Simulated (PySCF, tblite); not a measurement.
C₉H₉N₃.
Atom-mapped SMILES: `[CH3:1][c:2]1[cH:3][cH:4][cH:5][c:6](-[n:7]2[cH:8][n:9][n:10][cH:11]2)[cH:12]1` (hydrogens: H13, H14, H15 on C1; H16 on C3; H17 on C4; H18 on C5; H19 on C8; H20 on C11; H21 on C12)

Computed geometry: GFN2-xTB, gas phase.

Problem. Give the optimised bond lengths and angles.

Solution. 
| bond | length (Å) | order |
| --- | --- | --- |
| C1–C2 | 1.497 | single |
| C2–C3 | 1.391 | aromatic |
| C3–C4 | 1.382 | aromatic |
| C4–C5 | 1.384 | aromatic |
| C5–C6 | 1.389 | aromatic |
| C6–N7 | 1.403 | single |
| N7–C8, N7–C11 | 1.367 | aromatic |
| C8–N9, N10–C11 | 1.296 | aromatic |
| N9–N10 | 1.343 | aromatic |
| C6–C12 | 1.391 | aromatic |
| C2–C12 | 1.386 | aromatic |
| C1–H13, C1–H14, C1–H15 | 1.088 | single |
| C3–H16 | 1.080 | single |
| C4–H17 | 1.079 | single |
| C5–H18 | 1.079 | single |
| C8–H19, C11–H20 | 1.070 | single |
| C12–H21 | 1.080 | single |

Bonds in one row agree within 0.01 Å and their mean is given. Orders are formal, as drawn. A selection of angles:
| angle | degrees |
| --- | --- |
| C1–C2–C3 | 120.3 |
| C1–C2–C12 | 120.9 |
| C3–C2–C12 | 118.8 |
| C2–C3–C4 | 120.7 |
| C3–C4–C5 | 120.5 |
| C4–C5–C6 | 119.2 |
| C5–C6–N7 | 120.1 |
| C5–C6–C12 | 120.3 |
| N7–C6–C12 | 119.6 |
| C6–N7–C8 | 128.4 |
| C6–N7–C11 | 128.6 |
| C8–N7–C11 | 103.0 |
| N7–C8–N9 | 110.6 |
| C8–N9–N10 | 107.9 |
| C2–C12–C6 | 120.5 |

Dihedral angles: C5–C6–N7–C8 146° (anticlinal). The mirror-image conformer, all signs reversed, is as good.

The 6-membered ring C2–C3–C4–C5–C6–C12 has internal angles of 118.8° to 120.7° (sum 720°, against 720° for a flat polygon); it is planar, 0.00 Å rms from its mean plane, widest ring torsion 0°. Of the pairs four or more bonds apart, C8···H21 is among the closest relative to their van der Waals radii: 2.76 Å, 95 % of the sum of Bondi's values. The 5-membered ring N7–C8–N9–N10–C11 has internal angles of 103.0° to 110.6°; it is planar, 0.00 Å rms from its mean plane, widest ring torsion 1°. The 7 C–C bonds span 1.382 Å (C3–C4, aromatic) to 1.497 Å (C1–C2, drawn single), a spread of 0.115 Å. N7 (pyrrole-type nitrogen) is planar (angles 128.6°, 128.4° and 103.0°, sum 360.0°, 0.00 Å off the plane of its three neighbours). The C–N distances run from 1.296 Å (C8–N9, aromatic) to 1.403 Å (C6–N7, drawn single), a spread of 0.107 Å.

Point group: C1 (no symmetry element, even within 0.4 Å). Its lowest GFN2-xTB frequency is 13 cm⁻¹, too small to tell a flat minimum from a shallow saddle. The numbers are those of one conformer. 2 starts were optimised and ended at 0.00 and 0.81 kcal/mol (GFN2-xTB); the lowest of these is shown.
